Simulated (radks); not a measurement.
Species: Pt3+. Configuration: [Xe] 4f14 5d7 (the NIST ground configuration). Method: Dirac Kohn-Sham, PBE, spin-unpolarised, spherical densities, point nucleus; open shells fill j = l - 1/2 first; computed with a radial shooting solver on a logarithmic mesh with Libxc functionals.

Radial electron density D(r) = 4 pi r^2 rho(r):

| r (bohr) | D(r) (e/bohr) |
|---|---|
| 0.001515 | 18.41 |
| 0.002005 | 27.01 |
| 0.002674 | 39.05 |
| 0.003567 | 54.51 |
| 0.004719 | 72.17 |
| 0.006294 | 90.79 |
| 0.008328 | 105.5 |
| 0.01111 | 112.5 |
| 0.0147 | 109.4 |
| 0.0196 | 101.3 |
| 0.02614 | 101.6 |
| 0.03459 | 118.7 |
| 0.04614 | 141.0 |
| 0.06104 | 140.4 |
| 0.08142 | 118.3 |
| 0.1086 | 117.6 |
| 0.1437 | 134.4 |
| 0.1916 | 110.2 |
| 0.2536 | 74.35 |
| 0.3382 | 82.67 |
| 0.4511 | 78.50 |
| 0.5968 | 44.32 |
| 0.796 | 24.35 |
| 1.053 | 17.90 |
| 1.405 | 10.20 |
| 1.859 | 4.022 |
| 2.479 | 1.025 |
| 3.306 | 0.1479 |
| 4.375 | 0.009689 |

D(r) has 4 maxima, at r = 0.0117, 0.0529, 0.146, 0.384 bohr, and minima at 0.0228, 0.0948, 0.270 bohr, inside which lie 2.03, 11.10, 29.93 electrons.
